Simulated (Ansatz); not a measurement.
**CCSD(T) forces**

CdF₂ (SMILES [F][Cd][F]), closed shell, displaced at random from a GFN2-xTB minimum.

| atom | x (Å) | y (Å) | z (Å) |
| --- | --- | --- | --- |
| F1 | 1.3425 | 0.2793 | 0.7613 |
| Cd2 | -0.4914 | 0.6551 | -0.1266 |
| F3 | -0.9574 | -1.1431 | -0.5746 |

Program: Ansatz 0.2.0. Basis: def2-TZVPP. Cores are frozen in the correlated methods. Filled d shells of the heavier atoms are correlated. Core potentials replace the inner electrons of the atoms past krypton.

CCSD(T) forces from the calculation:
| atom | Fx | Fy | Fz (eV/Å) |
| --- | --- | --- | --- |
| F1 | -1.104 | 1.060 | -0.437 |
| Cd2 | 2.157 | -0.280 | 1.063 |
| F3 | -1.053 | -0.780 | -0.627 |

(1) Which atom feels the largest CCSD(T) force, and how large is it?

The T1 diagnostic stays at or below 0.022. These are differences at one structure, and CCSD(T) in triple zeta is itself an approximation.

Results:

(1) Cd2, 2.42 eV/Å, along (0.89, -0.12, 0.44).

Root-mean-square difference of the force components from those of CCSD(T): PBE0-D4 0.081; wB97M-V 0.081; r2SCAN-D4 0.143; PBE-D4 0.384; BHLYP-D4 0.039; wB97X-V 0.050 eV/Å.

For scale, one of the runs: CCSD(T)/def2-TZVPP forces, 118 basis functions (an equivalent command: `ansatz run in.yaml --threads 4`). The run took 67 s on 4 CPU threads (shared host), with 1.1 GiB of host memory at its peak.
